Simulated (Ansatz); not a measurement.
Cartesian coordinates in Å:
```
C -1.9932 -0.3859 -0.9449
C -0.7121 -0.1344 -0.3369
N 0.3034 0.0644 0.1450
Ga 2.1283 0.4115 1.0088
F 2.8208 1.5217 -0.1542
F 2.7767 -1.2145 1.0329
F 1.6265 1.0857 2.5445
H -2.7547 0.2221 -0.4538
H -1.9499 -0.1286 -2.0044
H -2.2457 -1.4420 -0.8370
```

The species carries charge 0 and has multiplicity 1.

Problem. List the PBE0/def2-TZVPP orbital energies in eV (the Gaussian-basis code of Ansatz). (Estimate.)

Solution. Ansatz gave: Occupied: -10147.13, -1252.80, -1108.99, -1108.89, -1108.89, -672.11, -672.11, -672.11, -393.88, -282.02, -281.05, -151.42, -104.41, -104.21, -104.21, -31.18, -30.99, -30.99, -28.14, -23.71, -23.45, -23.45, -23.45, -23.22, -23.22, -16.55, -15.10, -14.74, -14.74, -12.51, -11.99, -11.99, -11.34, -11.34, -10.46, -10.25, -10.25, -10.14, -10.14, -10.05. Lowest empty: -1.29, -1.29, -0.20, 0.47, 2.03, 2.04, 2.29, 2.52.
